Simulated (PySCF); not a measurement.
# A series of related molecules

Method used: TDA CAM-B3LYP/def2-SVP excited states, vertical, gas phase (PySCF 2.14.0). Geometry: GFN2-xTB.

Each molecule in one low-energy conformer. The parent is c1ccc2c(c1)[SiH2]c1ccccc1-2.

(1) How does the vertical S1–T1 gap change along this series?
- c1ccc2c(c1)[SiH2]c1ccccc1-2 (base)
- c1ccc2c(c1)[SiH2]c1ccncc1-2 (CH replaced by N)
- N#Cc1ccc2c(c1)[SiH2]c1ccccc1-2 (H replaced by CN)

Results:

(1) 
```csv
molecule,S1 (eV),S1 from,f(S1),T1 (eV),T1 from,S1 − T1 (eV),S0–T1 spin-orbit coupling (cm⁻¹),S1–T1 spin-orbit coupling (cm⁻¹)
c1ccc2c(c1)[SiH2]c1ccccc1-2,4.72,HOMO→LUMO,0.087,3.34,HOMO→LUMO,1.38,0.12,0.00
c1ccc2c(c1)[SiH2]c1ccncc1-2,4.67,HOMO→LUMO,0.116,3.35,HOMO→LUMO,1.32,0.12,0.03
N#Cc1ccc2c(c1)[SiH2]c1ccccc1-2,4.61,HOMO→LUMO,0.359,3.13,HOMO→LUMO,1.48,0.09,0.01
```
The vertical S1–T1 gap is lowest for c1ccc2c(c1)[SiH2]c1ccncc1-2 and highest for N#Cc1ccc2c(c1)[SiH2]c1ccccc1-2.
